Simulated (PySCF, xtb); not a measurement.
F3Sb, SMILES [F][Sb]([F])[F] (connectivity only; charge and spin as stated), charge -1, multiplicity 2.

Harmonic wavenumbers (cm⁻¹) from xtb with GFN2-xTB at its own minimum, in rising order: 58, 59, 87, 300, 300, 371.

What does PBE-D3(BJ)/def2-SVPD run with PySCF give at its own minimum? (Estimate from the structure and the level; the computed values follow.)

77, 108, 195, 398, 403, 509. Paired by order, the mean absolute difference is 86 cm⁻¹ and the zero-point energies are 1.7 and 2.4 kcal/mol.
